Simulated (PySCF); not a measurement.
BH3N (calculated)

Computed with PySCF 2.14.0. Calculation on a computer-drawn molecule: vertical ionisation energy to the stated ion spin, frozen-core CCSD(T) at the basis limit and cheaper methods, single-reference cases, UHF for radicals, no spin-orbit; all values are single points at the evaluated structure, the first of each entry, which is the reference or a displaced copy of it and isn't optimised; the reference structure only sets the zero of the energies above reference; triples share is (T) over the correlation energy.

```xyz
5
formula=BH3N charge=0 multiplicity=2 ion_multiplicity=1 diffuse_functions=no basis=cc-pVnZ reference_is=the_Hartree-Fock_double-zeta_minimum best_is=HF_at_quadruple_zeta_+_MP2_correlation_extrapolated_from_triple_and_quadruple_zeta_+_CCSD(T)_minus_MP2_at_triple_zeta basis_step_is=the_size_of_the_change_from_the_same_recipe_one_zeta_lower ionisation_energy_best=7.5 ionisation_energy_basis_step=0.02825 energy_above_reference_best=68.17 energy_above_reference_basis_step=0.8805 total_energy_HF_triple_zeta=-80.7793 total_energy_CCSD(T)_triple_zeta=-81.1023 total_energy_best=-81.1457 T1_diagnostic_at_triple_zeta=0.01293 D1_diagnostic_at_triple_zeta=0.03835 spin_squared_at_triple_zeta=0.7557 ion_T1_diagnostic_at_triple_zeta=0.01357 ion_D1_diagnostic_at_triple_zeta=0.03517 triples_share_at_triple_zeta=0.03299 basis_functions_triple_zeta=102 dipole_magnitude_HF_at_triple_zeta=2.173 dipole_magnitude_CCSD_unrelaxed_at_triple_zeta=2.323 dipole_magnitude_PBE_at_triple_zeta=2.389 dipole_magnitude_r2SCAN_at_triple_zeta=2.339 dipole_magnitude_B3LYP_at_triple_zeta=2.309 dipole_magnitude_wB97X_at_triple_zeta=2.324
B     -0.2076     0.6271     1.8602
N     -0.0243     1.9293     1.9370
H     -0.8677    -0.0533     1.1962
H     -0.5413     2.3715     1.1622
H      0.4676     2.2926     2.3759
```

Units: ionisation_energy_best, ionisation_energy_basis_step in eV; energy_above_reference_best, energy_above_reference_basis_step in kcal/mol; total_energy_HF_triple_zeta, total_energy_CCSD(T)_triple_zeta, total_energy_best in hartree; dipole_magnitude_HF_at_triple_zeta, dipole_magnitude_CCSD_unrelaxed_at_triple_zeta, dipole_magnitude_PBE_at_triple_zeta, dipole_magnitude_r2SCAN_at_triple_zeta, dipole_magnitude_B3LYP_at_triple_zeta, dipole_magnitude_wB97X_at_triple_zeta in debye.

Reference structure:
```xyz
5
BH3N
B     -0.1584     0.5136     1.8779
N     -0.0751     1.8891     1.8093
H     -0.9122    -0.1486     1.2202
H     -0.6437     2.4435     1.1988
H      0.5586     2.4269     2.3640
```

Drawn bonds:
```csv
atom,other atom,order
1,2,1
1,3,1
2,4,1
2,5,1
```

Triple zeta:
```csv
method,ionisation energy (eV),energy above reference (kcal/mol)
HF,7.087,66.85
PBE,7.57,70.65
r2SCAN,7.668,68.71
B3LYP,7.599,68.16
wB97X,7.43,68.69
MP2,7.389,69.06
CCSD,7.427,68.89
CCSD(T),7.434,69.43
```
